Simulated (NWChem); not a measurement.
Molecule: AlH₃O₂; SMILES [OH][AlH][OH]

```xyz
6

Al    -0.3565    -0.1424    -0.2465
H     -1.5275    -0.9449    -0.9266
O     -0.1438     1.4779    -0.7004
H      0.5322     2.0648    -0.3584
O      0.6991    -0.8074     0.9104
H      0.6799    -1.7046     1.2450
```
Atoms are numbered in this order, from 1.

Program: NWChem. Coordinates come from a PBE0/def2-SVP optimisation. Isotropic polarisability at PBE0/aug-cc-pVDZ. A Cauchy series cut after its second term is a line in ω².

```
row      ω² (10⁻³ Ha²)  α (bohr³)
-------  -------------  ---------
static            0.00      34.66
1065 nm           1.83   withheld
589 nm            5.98      35.90
400 nm           12.97      37.55
```

### Question
Fit a straight line of the last column on the one before it, predict the withheld value, and compare with the run.

### Answer

1. Means of the 3 shown rows: x = 6.317, y = 36.037. Slope Σ(x − x̄)(y − ȳ)/Σ(x − x̄)² = 18.81/84.28 = 0.2232; intercept 34.627.
2. The shown rows scatter about the line by 0.044 (root mean square); the largest residual is -0.06, at 589 nm.
3. At x = 1.83 (1065 nm; inside the shown range) the line gives 35.04.
4. The run gives 35.03, -0.01 from the line, 0.2 times the scatter. The intercept estimates α(0), and the slope, 223 bohr³/Ha², the next Cauchy moment.
